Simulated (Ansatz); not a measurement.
Isomers of Sr4Te5⁻ (doublet), relaxed with PBE-D4/def2-SVP; total energies from Ansatz at PBE0-D4/def2-SVP.

```tsv
isomer	description	energy (Eh)
A	point group Cs; 14 × Sr–Te 3.08 to 3.32 Å	-1463.64466
B	point group Cs; 13 × Sr–Te 3.14 to 3.35 Å	-1463.63941
```

In the def2 sets Sr, Te take a core potential; there is no spin–orbit coupling.

The isomers come from a short search, and lower ones may exist.

Q: Work out the relative energies (1 Eh = 2625.5 kJ/mol) and the Boltzmann populations at 500 K from electronic energies alone (R = 8.314 J/mol/K).

A: ΔE: A 0.0, B 13.8 kJ/mol. RT = 4.16 kJ/mol. Factors exp(−ΔE/RT): A 1, B 0.0363; sum 1.036. Populations: A 96.5 %, B 3.5 %. Zero-point energy, vibrational entropy and symmetry numbers are left out and can shift these; an error of 4 kJ/mol changes a ratio by a factor of 2.6. Over the other density-functional and correlated levels in def2 sets, the gap between A and B ranges from 11 to 30 kJ/mol.
